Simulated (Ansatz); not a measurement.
hydrogen peroxide (H$_{2}$O$_{2}$), singlet, at a GFN2-xTB geometry; PBE0/pcseg-1 in Ansatz (an electronic-structure program).

Here is a job for Ansatz.
Ansatz 0.2 input:
```yaml
crystal:
  periodic: [false, false, false]
  atoms:
    - {symbol: O, position_ang: [-0.02311961, 0.70996455, -0.01256427]}
    - {symbol: O, position_ang: [0.02311961, -0.70996455, 0.01256427]}
    - {symbol: H, position_ang: [0.91389752, 0.94248526, -0.03262698]}
    - {symbol: H, position_ang: [-0.91389752, -0.94248526, 0.03262698]}
basis:
  gaussian:
    orbitals: pcseg-1.json
hamiltonian:
  xc: pbe0
scf: {lower_state_search: off}
```
The basis file holds pcseg-1 in the JSON format of the Basis Set Exchange.

Write the output that Ansatz gives for this input, abridged.


```
Functional definition: PBE0
these checks for a lower state are left out or cut short: stability, starts, cluster_reference, orbital_swaps, neighbouring_geometries, increment
398 factors; their error is unknown
mean field evaluation 1: about -4116.5034 eV, gradient 3.4e1 eV
mean field evaluation 2: about -4116.3079 eV, gradient 3.6e1 eV
mean field evaluation 4: about -4118.4671 eV, gradient 1.5e-1 eV
mean field evaluation 8: about -4118.4765 eV, gradient 7.6e-2 eV
mean field evaluation 16: about -4118.4765 eV, gradient 1.1e-6 eV
mean field -4118.47654043 eV, -151.3512212570 hartree, gradient 1.1e-6 eV, S^2 0.000000; 0 other end points of the search recorded, 0 dependent functions left out
reference -4118.47655477 eV, -151.3512217842 hartree; 9, 9 occupied and 29, 29 virtual orbitals, 398 factors
Total energy: -4118.47655477 eV, -151.3512217842 hartree
Checks for a lower state left out: stability, starts, cluster_reference, orbital_swaps, neighbouring_geometries, increment
```
